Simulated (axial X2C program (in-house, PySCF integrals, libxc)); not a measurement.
**MnB⁺: from the spin-free to the two-component result**

All values were computed with an in-house all-electron X2C program for linear molecules (integrals from PySCF). Spin-free means the one-electron spin-free X2C Hamiltonian; two-component (2c) means X2C with spin–orbit coupling and atomic mean-field two-electron Coulomb and Gaunt terms, so the difference of the two also holds small scalar two-electron terms. Basis: Mn dyall-cv3z [9s10p6d3f2g], B dyall-v3z [7s6p2d1f] (cores contracted in-house); Gaussian nuclei, density fitting, unrestricted open shells. Masses: Mn 54.938 u, B 11.009 u.

Spin-free state: M_S = 5/2, Λ = 1 (beyond evenly filled blocks: 2 × σα, π+α, π+β, π-α, δ+α, δ-α); fragments Mn+ + B.

```tsv
level	Re (Å)	ωe (cm⁻¹)	De (eV)	μ (D)
PBE0	2.057	504.7	1.192	-0.90
PBEsol	1.988	540.3	2.152	-0.21
```

Dipoles are positive if B is the positive end and refer to the centre of mass.

Two-component determinant lowest at the distance of the search:

Ω = 7/2 (⟨Sz⟩ = 2.50, ⟨Lz⟩ = 1.00 at PBE0); fragments Mn+ + B.

| level | Re (Å) | ωe (cm⁻¹) | De (eV) | μ (D) |
| --- | --- | --- | --- | --- |
| PBE0 | 2.057 | 505.2 | 1.200 | -0.90 |
| PBEsol | 1.988 | 540.4 | 2.164 | -0.21 |

(1) From the two tables, how do the constants change at the PBE0 level (2c against spin-free)?

One determinant describes the state; a PBE0 search over occupations chose it and may have missed a lower one. Dissociation energies refer to the lowest single-determinant-based atoms at the same level and basis. Density functionals use the spin component along the axis (collinear). The 2c atoms are single determinants rather than J levels; their spin–orbit lowering is only partly caught, and De is too large by that part. This holds for PBE0, PBEsol. Other states lie close and PBE0, whose exact exchange favours high spin, may order them wrongly; the determinant shown need not be the ground state. The nearest other spin-free determinant of the search, M_S = 3/2, Λ = 1, lies 0.09 eV up at the distance of the search. Without a current term, density functionals place determinants with orbital angular momentum somewhat too high. With several unpaired electrons one determinant need not be a pure state. A state of lower Ω lies just above, and one determinant can place such states too high, so the state shown need not be the lowest. The search has Ω = 3/2 only 0.01 eV up. The determinant is spin-polarised beyond a pure state at some levels (its spin-free form has ⟨S²⟩ too high), which makes Re and μ there less reliable.

Results:

(1) At the PBE0 level Re is unchanged within 0.001 Å and ωe increases by 0.5 cm⁻¹; De is not compared, since the atomic limits differ or miss part of their spin–orbit lowering.
